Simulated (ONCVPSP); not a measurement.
**Rh, ONCV: configuration errors across variants**

Rh (Z = 45), optimised norm-conserving Vanderbilt (ONCV), made with ONCVPSP 4.0.1 (PBE, scalar-relativistic). Core [Ar] 3d10, reference 4s2 4p6 4d8 5s1. Waves: 4s+5s: rc 1.80 bohr, ncon 3, nbas 7, qcut 5.8 1/bohr, 3 projectors, debl 1.9 Ha; 4p: rc 1.80 bohr, ncon 4, nbas 7, qcut 6.4 1/bohr, 2 projectors, debl 2.8 Ha; 4d: rc 2.00 bohr, ncon 4, nbas 9, qcut 6.6 1/bohr, 2 projectors, debl 1.6 Ha; f scattering state at 0.47 Ha: rc 1.80 bohr, ncon 4, nbas 7, qcut 7.2 1/bohr, 2 projectors, debl 4 Ha. Local part: polynomial inside 1.30 bohr (lpopt 5, dvloc0 4 Ha). Core correction: none.

All-electron excitation energies from the reference (eV): (1) 4s2 4p6 4d8 5s0 7.461; (2) 4s2 4p6 4d7 5s0 26.971; (3) 4s2 4p6 4d6 5s0 59.476; (4) 4s1 4p6 4d8 5s1 89.044.

A true bound ghost makes a file unfit for plane-wave use even where its test errors are small: the radial tests pick states by their node count and pass the ghost by.

Errors AE − PS in meV (a dash: test not solved or not reliable):

```csv
change,(1),(2),(3),(4),bound ghosts,GHOST(+) flags above zero
base,-1.1,-0.9,+33,-561,s,none
s: qcut 4.8; p: qcut 5.3; d: qcut 5.5; f: qcut 6,-0.2,+0.6,+68,-705,none,s
"local potential polynomial inside 1.30 bohr (lpopt 5, dvloc0 6 Ha)",-1.1,-0.9,+34,-563,none,none
d: rc 2.48,-0.8,+4.6,+131,-699,s,none
"local potential polynomial inside 1.80 bohr (lpopt 5, dvloc0 0 Ha)",-1.1,-0.9,+34,-563,none,none
"s: ncon 5, nbas 9",-1.0,-1.1,+33,-427,none,none
f: rc 2.26,-1.1,-0.9,+33,-561,s,none
s: qcut 7,-0.9,-0.9,+33,-463,none,s
```

(1) Give the same row for: p: nproj 3.

## Answers

(1) -1.2, -0.9, +33, -563; bound ghosts: s; GHOST(+) flags above zero: none.
